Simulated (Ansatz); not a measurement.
Born–Oppenheimer molecular dynamics of BH$_{7}$N$_{2}$S (11 atoms, charge 0, multiplicity 1). It starts at the highest image of a converged band. Of that band: A structure lower than the last end lies on the path between it and the top, so the climb from that side starts below the end, which may itself be a saddle point or a shallow side well. Neighbouring images differ by up to 2.0 eV, so the band resolves the path poorly. A vibrational analysis at the climbing image gives one clearly imaginary mode, 812i cm⁻¹: a first-order saddle point.

Level of theory: RKS PBE-D4/6-31G* (Ansatz).

```
ensemble                      : NVE (velocity Verlet)
time step                     : 0.5 fs
steps asked                   : 200
starting velocities drawn for : 300 K
seed                          : 4038
```

First frame:

```xyz
11
Properties=species:S:1:pos:R:3
B -0.027 0.238 -0.092
H -0.144 -0.418 1.104
N 1.334 0.249 -0.589
H 1.548 -0.455 -1.296
H 1.764 1.145 -0.807
N -1.189 -0.211 -0.816
H -2.069 -0.402 -0.338
H -1.342 0.180 -1.745
S -0.137 2.235 0.981
H -1.487 2.296 0.844
H -0.216 0.554 1.335
```

Question: How far do the bonds stretch over the last three quarters of this one trajectory? (Pairs bonded in most of those frames.)

Answer: 
```csv
bond,mean (Å),spread (Å),shortest,longest
B1–H2,1.220,0.026,1.17,1.26
B1–N3,1.465,0.035,1.40,1.51
B1–N6,1.426,0.017,1.40,1.47
N3–H4,1.032,0.037,0.96,1.09
N3–H5,1.032,0.033,0.97,1.09
N6–H7,1.021,0.021,0.98,1.06
N6–H8,1.025,0.029,0.98,1.07
S9–H10,1.357,0.006,1.35,1.37
S9–H11,1.381,0.037,1.32,1.44
```

Mean temperature of the second half: 1138 K. The conserved energy stayed within 0.41 meV per atom of its start (net change 0.22 meV per atom), so the integration is sound. The kinetic energy rose, since the run started high on the potential surface and went downhill. It ends in pieces (BH5N2 + H2S), so much of that is their flight and rotation, not heat. A run of 0.1 ps of so small a system gives no equilibrium averages. The orbitals stay closed-shell, which can raise the energy where a bond breaks towards radicals; this wasn't checked here.

The run took 4.1 min on 1 thread of Intel(R) Xeon(R) 6975P-C (Granite Rapids), with other jobs on the host, peak memory 0.13 GiB.
